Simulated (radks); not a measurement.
Values are calculated unless marked as measured or tabulated.
All-electron atom: neutral platinum in [Xe] 4f14 5d9 6s1 (the NIST ground configuration).

Code: a radial shooting solver on a logarithmic mesh with Libxc functionals. Model: scalar-relativistic Kohn-Sham, LDA (Slater exchange, Perdew-Wang correlation), spin-unpolarised, spherical densities, finite nucleus; Fermi nuclear charge, rms radius 5.427 fm.

Energy parts (hartree):
total: -18399.4165
kinetic: 20504.3366
electron-nucleus: -45721.4275
Hartree: 7161.5601
exchange-correlation: -343.8858

Orbitals (lengths in bohr, moments of r in powers of bohr; r(max) is where P^2 peaks):
\begin{tabular}{lrrrrr}
orbital & occ. & eigenvalue (hartree) & <1/r> & <r^2> & r(max) \\ \hline
1s & 2 & -2878.691 & 93.83 & 0.0004067 & 0.01063 \\
2s & 2 & -505.8010 & 22.00 & 0.006210 & 0.06128 \\
2p & 6 & -438.6869 & 19.66 & 0.005204 & 0.05060 \\
3s & 2 & -118.7980 & 8.153 & 0.04011 & 0.1728 \\
3p & 6 & -99.24347 & 7.461 & 0.04110 & 0.1718 \\
3d & 10 & -77.95502 & 7.030 & 0.03403 & 0.1398 \\
4s & 2 & -25.50187 & 3.492 & 0.1948 & 0.3900 \\
4p & 6 & -19.08358 & 3.157 & 0.2223 & 0.4101 \\
4d & 10 & -11.27441 & 2.826 & 0.2538 & 0.4182 \\
5s & 2 & -3.75333 & 1.421 & 1.017 & 0.8680 \\
4f & 14 & -2.59127 & 2.390 & 0.3247 & 0.3843 \\
5p & 6 & -2.06863 & 1.202 & 1.380 & 0.9765 \\
5d & 9 & -0.23436 & 0.7874 & 3.522 & 1.264 \\
6s & 1 & -0.21890 & 0.4372 & 9.714 & 2.377 \\
\end{tabular}

The highest occupied level is 6s at -5.957 eV. Summed over all electrons, <r^2> = 61.25 bohr^2, which gives a Langevin (diamagnetic) susceptibility term of -48.5 x 10^-6 cm^3/mol. The electron density at the nucleus is 2.108e+06 e/bohr^3 (large components only). For comparison, the ionisation energy in NIST's Atomic Spectra Database is 8.959 eV (measured). In exact Kohn-Sham theory the highest level is minus the ionisation energy, but local and semilocal functionals leave it too shallow, through self-interaction and a potential that decays too fast; potentials with the right tail come closer.

Beside tabulated values, note that spin-unpolarised runs miss the spin-polarisation part of the exchange energy of open shells.
